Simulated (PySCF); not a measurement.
Molfile (atoms numbered from 1):
```
C7H8Cl2O
     RDKit          3D

 18 17  0  0  0  0  0  0  0  0999 V2000
    2.5312   -0.8502    0.8027 C   0  0  0  0  0  0  0  0  0  0  0  0
    1.3622   -0.7028    0.1865 C   0  0  0  0  0  0  0  0  0  0  0  0
    0.6915    0.5725    0.0091 C   0  0  0  0  0  0  0  0  0  0  0  0
    1.3872    1.7670    0.5521 C   0  0  0  0  0  0  0  0  0  0  0  0
    2.1761    2.4756    0.0314 O   0  0  0  0  0  0  0  0  0  0  0  0
    0.8921    2.0614    2.2354 Cl  0  0  0  0  0  0  0  0  0  0  0  0
   -0.4986    0.7450   -0.5890 C   0  0  0  0  0  0  0  0  0  0  0  0
   -1.1536    2.3469   -0.6475 Cl  0  0  0  0  0  0  0  0  0  0  0  0
   -1.3774   -0.3105   -1.1773 C   0  0  0  0  0  0  0  0  0  0  0  0
   -2.3730   -0.8254   -0.1338 C   0  0  0  0  0  0  0  0  0  0  0  0
    3.0750   -0.0185    1.2170 H   0  0  0  0  0  0  0  0  0  0  0  0
    2.9835   -1.8198    0.9138 H   0  0  0  0  0  0  0  0  0  0  0  0
    0.8485   -1.5659   -0.2092 H   0  0  0  0  0  0  0  0  0  0  0  0
   -0.7693   -1.1343   -1.5514 H   0  0  0  0  0  0  0  0  0  0  0  0
   -1.9275    0.1169   -2.0166 H   0  0  0  0  0  0  0  0  0  0  0  0
   -1.8477   -1.2731    0.7059 H   0  0  0  0  0  0  0  0  0  0  0  0
   -3.0257   -1.5717   -0.5788 H   0  0  0  0  0  0  0  0  0  0  0  0
   -2.9833   -0.0068    0.2381 H   0  0  0  0  0  0  0  0  0  0  0  0
  1  2  2  0
  2  3  1  0
  3  4  1  0
  4  5  2  0
  4  6  1  0
  3  7  2  0
  7  8  1  0
  7  9  1  0
  9 10  1  0
  1 11  1  0
  1 12  1  0
  2 13  1  0
  9 14  1  0
  9 15  1  0
 10 16  1  0
 10 17  1  0
 10 18  1  0
M  END
```

- geometry from GFN2-xTB
- NMR shieldings at PBE0/pcSseg-1/GIAO
- run in PySCF 2.14.0 with density-fitted response routines
- relativity neglected, fast rotation and ring inversion assumed for equivalent nuclei, a single conformation, no solvent model

Predict the 2D correlation tables (HSQC, COSY, HMBC).

## Answers



HSQC (one-bond C–H):
```csv
δH,δC
6.56 (H13),133.6 (C2)
5.74 (H12),126.7 (C1)
5.64 (H11),126.7 (C1)
2.55 (H14/H15),33.3 (C9)
1.23 (H16/H17/H18),15.2 (C10)
```

COSY cross peaks (H two or three bonds apart, from the bond graph; peaks can be absent where the dihedral angle is near 90°):
```csv
δH,δH
6.56 (H13),5.74 (H12)
6.56 (H13),5.64 (H11)
5.74 (H12),5.64 (H11)
2.55 (H14/H15),1.23 (H16/H17/H18)
```

HMBC (two and three bonds, from the bond graph):
```csv
δH,δC
6.56 (H13),"179.5 (C4), 151.0 (C7), 145.1 (C3), 126.7 (C1)"
5.74 (H12),"145.1 (C3), 133.6 (C2)"
5.64 (H11),"145.1 (C3), 133.6 (C2)"
2.55 (H14/H15),"151.0 (C7), 145.1 (C3), 15.2 (C10)"
1.23 (H16/H17/H18),"151.0 (C7), 33.3 (C9)"
```

δ = σ(ref) − σ, references computed at the same level: ¹H and ¹³C against TMS.

Short H···H contacts in this conformer between protons four or more bonds apart (candidates for NOE cross peaks, intensity ∝ r⁻⁶): H13···H14 2.15 Å.

Carbons that carry Cl, above all several Cl atoms, come out too deshielded, partly because spin–orbit coupling is missing. Shifts are as computed. Against solution values, carbons near 30 ppm lie about +3 ppm off and those near 130 ppm about +5 ppm; carbons on Cl a further +6 ppm. Of 1211 compounds with measured shifts, 218 miss one by over three times the rms of a fit or turn the order of signals round; such compounds aren't used in these exercises.
